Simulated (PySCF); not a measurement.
Fine-structure interval along the 19-electron series

Calculated with PySCF 2.14 and a two-component X2C-1e Hamiltonian (Gaussian nucleus, no Breit or QED terms), each ion in its own even-tempered basis scaled to its charge; GMP2 freezes [Ne] and drops the highest virtual spinors. Values in cm⁻¹.

| ion | configuration | GHF (screened spin-orbit) | GMP2 (screened spin-orbit) | GHF (bare spin-orbit) |
| --- | --- | --- | --- | --- |
| Au⁶⁰⁺ | [Ar] 3d1 | 852770 | 853590 | 977800 |
| Tl⁶²⁺ | [Ar] 3d1 | 958290 | 959180 | 1094900 |

Q: Fill in the row of Hg⁶¹⁺.

A: configuration: [Ar] 3d1; GHF (screened spin-orbit): 904340; GMP2 (screened spin-orbit): 905200; GHF (bare spin-orbit): 1035100.
